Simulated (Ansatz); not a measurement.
Compare A (`C=C[SiH](N)Cl`) with its isomer B (`C=N[SiH](C)Cl`).

Isolated molecules relaxed with PBE0-D4/def2-TZVP in Ansatz; ΔE leaves out vibrations. CCSD(T)/CBS adds triple-zeta CCSD(T) − MP2 to the extrapolated MP2 energy (def2 sets, frozen cores). Functionals use def2-TZVPP. B3LYP here is the variant with VWN-RPA as its local correlation; programs differ in this. Each species was taken in one conformer, which may not be the lowest.

Q: Which isomer does CCSD(T)/CBS put lower? Give the gap. (Estimate.)

A: The calculation gave: A, by 28.1 kJ/mol.

Q: Give E(B) − E(A) in kJ/mol with ωB97M-V, CCSD/def2-TZVPP, HF/def2-TZVPP, B3LYP-D4, PBE-D4, r2SCAN-D4, CCSD(T)/def2-TZVPP. (Estimate.)

A: Ansatz gave: ωB97M-V 23.6, CCSD/def2-TZVPP 24.2, HF/def2-TZVPP 20.9, B3LYP-D4 20.8, PBE-D4 18.6, r2SCAN-D4 20.7, CCSD(T)/def2-TZVPP 23.6. None reverses the order clearly.

Largest T1 diagnostic: 0.011.

From PBE to PBE0 (25 % exact exchange), in def2-TZVPP and without D4, E(B) − E(A) moves by +4.2 kJ/mol.
